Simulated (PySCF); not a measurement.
A structure optimised at ωB97X-D3(BJ)/def2-SVP, used in a PySCF frequency run:

```
O
C 1 1.4004
H 2 1.1036 1 110.21
H 2 1.1036 3 107.84 1 -120.35
H 2 1.1054 3 108.12 4 -116.68
Al 1 1.6809 2 139.24 3 120.54
Cl 6 2.0965 1 120.35 2 0.00
Se 6 2.2793 1 118.69 2 180.00
H 8 1.4671 6 91.23 1 -180.00
```
Charge 0, spin multiplicity 1.

Task: Write its SMILES, formula and point group.

Result: C[O][Al]([Cl])[SeH], CH4AlClOSe, Cs

Task: What are its rotational constants (standard atomic weights)?

Result: 2.3715, 1.0386, 0.72558 GHz
